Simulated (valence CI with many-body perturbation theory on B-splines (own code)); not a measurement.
# Questions on Rh¹³⁺

Level of theory: relativistic CI+MBPT: four valence electrons over a frozen Dirac-Fock core [Ar] 3d10, a basis of 9 s, 9 p, 8 d, 6 f, 3 g, 1 h functions for each j, with the one-electron correlation potential Σ1 (screened to all orders), the two-electron term Σ2, the three-electron term Σ3, Breit, model QED; selected single and double excitations, second order for the rest, scaled by the run's own slope (own B-spline code, finite nucleus).

No measured spectrum was set against this ion. As an estimate, levels hold to about 250 cm⁻¹ or 0.2 % of their energy and the worst to 1 %, as in measured heavy ions of charge 2 to 7; those with d or f electrons hold less well.

Names give the largest LS component (configuration and term), which can be under half, so a name can repeat, a term be missing and a line seem to break the LS rules; names also repeat where a configuration has a term twice.

Rates and lifetimes use the calculated energies. Strong lines usually hold to 10 to 20 %, long lifetimes can be off by a factor of two.

(1) What is the ground level?

(2) Name the longest-lived excited levels whose lifetime is computed, and their main decay.

(3) Where does the other parity begin?

(4) What are the static dipole polarisabilities of the lowest levels?

(5) How well does LS coupling describe the low levels?

(6) What is the ionisation energy?

(7) Among levels below 716570 cm⁻¹, which E1 lines absorb most strongly from the ground level?

## Answers

(1) 4s²4p² ³P_0, composition 85 % 4s²4p² ³P + 13 % 4s²4p² ¹S.

(2) 4s²4p² ³P_2 at 43401 cm⁻¹ lives 59.6 ms, mostly by M1 to 4s²4p² ³P_1; 4s²4p² ³P_1 at 31085 cm⁻¹ lives 2.14 ms, mostly by M1 to 4s²4p² ³P_0; 4s²4p² ¹D_2 at 85524 cm⁻¹ lives 620 μs, mostly by M1 to 4s²4p² ³P_1. The lifetime of 4s²4p4d ³F°_4 is too uncertain to give, and may be longer.

(3) At 4s4p³ ⁵S°_2, 263540 cm⁻¹.

(4) 4s²4p² ³P_0 0.617; 4s²4p² ³P_1 0.636 (tensor 0.023); 4s²4p² ³P_2 0.635 (tensor 0.0087); 4s²4p² ¹D_2 0.650 (tensor 0.039) bohr³, of which the core gives 0.0360.

(5) Among the lowest 20 levels the leading LS term, summed over configurations, holds 78 % on average. For single configurations the figures are 74 % in LS and 77 % in jj coupling. Terms mix most in the J = 2 level at 522260 cm⁻¹, where the leading one holds 45 %.

(6) 307.07 eV; NIST lists 306 ± 3 eV (theoretical).

(7) to 4s²4p4d ³D°_1 at 18.76 nm, f = 1.95; to 4s4p³ ³D°_1 at 31.30 nm, f = 0.272; to 4s4p³ ³S°_1 at 23.77 nm, f = 0.236.
